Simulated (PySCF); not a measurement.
PySCF 2.14 output of an unrestricted r2SCAN0 calculation on a single atom or ion in def2-SVPD with the def2 core potential (60 electrons), with scalar relativity through the core potential:

```
SCF conv_tol = 1e-09
number electrons alpha = 10  beta = 8
    M. Bursch, H. Neugebauer, S. Ehlert, and S. Grimme.,  J. Chem. Phys. 156, 134105 (2022)
cycle= 1 E= -119.230055865117  delta_E= -0.00821  |g|= 0.0108  |ddm|= 0.44
cycle= 2 E= -119.230248285755  delta_E= -0.000192  |g|= 0.00314  |ddm|= 0.0843
cycle= 3 E= -119.230256839128  delta_E= -8.55e-06  |g|= 0.00191  |ddm|= 0.0247
cycle= 4 E= -119.230258902065  delta_E= -2.06e-06  |g|= 8.38e-05  |ddm|= 0.00373
cycle= 5 E= -119.230258919889  delta_E= -1.78e-08  |g|= 1.21e-05  |ddm|= 0.0011
cycle= 6 E= -119.230258920325  delta_E= -4.36e-10  |g|= 3.27e-07  |ddm|= 0.000202
converged SCF energy = -119.230258920325  <S^2> = 2.0051515  2S+1 = 3.0034324
```

The run itself started from symmetry-adapted Hartree-Fock orbitals and held the occupation by maximum overlap, on a logarithmic radial grid, so the iterations belong to that start.

Problem. Which element, charge and spin multiplicity is this?

Solution. Pt (platinum, neutral), multiplicity 3; the state was [Xe] 4f14 5d8 6s2, high-spin 3F determinant (an excited configuration).

Energies and moments cover only the electrons outside the core potential. Spin-orbit coupling, absent here, splits the open shell strongly.
